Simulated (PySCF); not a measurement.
GaHFBr, SMILES [F][GaH][Br].

Geometry optimised at r2SCAN-D4/def2-TZVP.

All values below come from TDDFT-PBE0/def2-SVPD (PySCF).

Vertical excitations. Isolated molecule, no solvent. State labels are in the subgroup Cs.

| state | symmetry | energy (eV) | λ (nm) | f | main pairs |
|---|---|---|---|---|---|
| S1 | A" | 5.74 | 216 | 0.001 | HOMO→LUMO 99 % |
| S2 | A' | 6.26 | 198 | 0.030 | HOMO→LUMO+1 48 %, HOMO−1→LUMO 48 % |
| S3 | A' | 6.32 | 196 | 0.029 | HOMO→LUMO+1 50 %, HOMO−1→LUMO 46 % |
| S4 | A" | 6.47 | 192 | 0.024 | HOMO−1→LUMO+1 97 % |
| S5 | A" | 6.71 | 185 | 0.009 | HOMO−2→LUMO 98 % |
| S6 | A' | 7.74 | 160 | 0.165 | HOMO−2→LUMO+1 65 %, HOMO→LUMO+3 19 % |
| S7 | A' | 8.19 | 151 | 0.044 | HOMO→LUMO+2 52 %, HOMO→LUMO+3 45 % |
| S8 | A" | 8.25 | 150 | 0.000 | HOMO−4→LUMO 73 %, HOMO−1→LUMO+3 18 % |
| S9 | A" | 8.28 | 150 | 0.010 | HOMO−1→LUMO+3 50 %, HOMO−1→LUMO+2 25 %, HOMO−5→LUMO 11 %, HOMO−4→LUMO 11 % |
| S10 | A' | 8.30 | 149 | 0.225 | HOMO→LUMO+2 34 %, HOMO→LUMO+3 30 %, HOMO−2→LUMO+1 13 %, HOMO−5→LUMO+1 8 % |
| T1 | A" | 5.59 | 222 | 0 | HOMO→LUMO 97 % |
| T2 | A' | 5.66 | 219 | 0 | HOMO−1→LUMO 98 % |
| T3 | A' | 5.83 | 213 | 0 | HOMO→LUMO+1 95 % |
| T4 | A" | 6.05 | 205 | 0 | HOMO−1→LUMO+1 88 % |
Triplets are in the Tamm–Dancoff approximation, which puts them higher than full response would, so one can lie above its singlet here.
